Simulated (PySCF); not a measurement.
Compound: C₄H₉PSSi.
Atom-mapped SMILES: `[SiH3:1][C:2]1=[CH:3][CH2:4][P@@H:5](=[S:6])[CH2:7]1` (hydrogens: H8, H9, H10 on Si1; H11 on C3; H12, H13 on C4; H14 on P5; H15, H16 on C7)

Method: PySCF 2.14.0, density-fitted response routines, TDDFT CAM-B3LYP/def2-SVPD, vertical, gas phase, core orbitals frozen in the response. Isolated species at its GFN2-xTB geometry (one conformer only).

```csv
state,E (eV),E (kJ/mol),λ (nm),f,"main configurations (H = HOMO, L = LUMO)"
S1,5.57,537,222.6,0.028,"H→L (76%), H-1→L (9%)"
S2,5.62,543,220.5,0.0092,"H-1→L (67%), H→L (12%)"
S3,5.78,557,214.6,0.0007,"H→L+1 (47%), H→L+2 (14%), H→L+5 (9%)"
S4,5.97,576,207.7,0.022,"H-1→L+1 (32%), H-1→L+4 (17%), H-1→L+2 (13%)"
S5,6.11,589,203.1,0.020,"H→L+3 (41%), H→L+4 (22%)"
S6,6.17,596,200.8,0.054,"H-1→L+3 (43%), H-1→L+1 (18%), H-1→L+4 (12%)"
S7,6.58,635,188.3,0.011,"H-1→L (13%), H-2→L (11%), H-1→L+9 (10%)"
S8,6.62,639,187.3,0.135,"H-2→L (32%), H→L+9 (10%)"
```

Triplets, Tamm–Dancoff:

| state | E (eV) | λ (nm) | main configurations (H = HOMO, L = LUMO) |
| --- | --- | --- | --- |
| T1 | 4.19 | 295.6 | H-2→L (90%) |
| T2 | 5.21 | 237.8 | H→L (70%) |
| T3 | 5.36 | 231.2 | H-1→L+1 (26%), H-1→L+4 (15%), H-1→L+2 (13%) |

The lowest singlet comes at 223 nm (537 kJ/mol) in the ultraviolet; it is weak; its leading configuration is HOMO→LUMO (76%). The most intense listed level is S8 at 6.62 eV (187 nm, f = 0.135), 1.05 eV above S1. It is the last of those listed, so stronger ones may follow. Löwdin shares by element: HOMO sulfur 71%, phosphorus 14%, carbon 5% or more; LUMO carbon 63% or more, silicon 8% (atoms not listed hold the other 29%). Of the 8 states listed, 6 reach f = 0.01 and none stays under 0.0005. Orbital energies (eV): HOMO-3 -10.78, HOMO-2 -9.19, HOMO-1 -7.90, HOMO -7.83, LUMO 0.38, LUMO+1 0.73, LUMO+2 1.28. The oscillator strengths of these states sum to 0.281; summed over the whole spectrum of an exact calculation they would give the number of electrons, 78 (Thomas–Reiche–Kuhn). Only the lowest 8 singlets were computed, as vertical energies without vibronic structure.

Hardware: Arm Neoverse V1, one thread, shared host with 32 logical CPUs at a one-minute load of 20. Cost: 59 s of wall time (grids of density and orbitals included), 0.98 GiB resident at most.
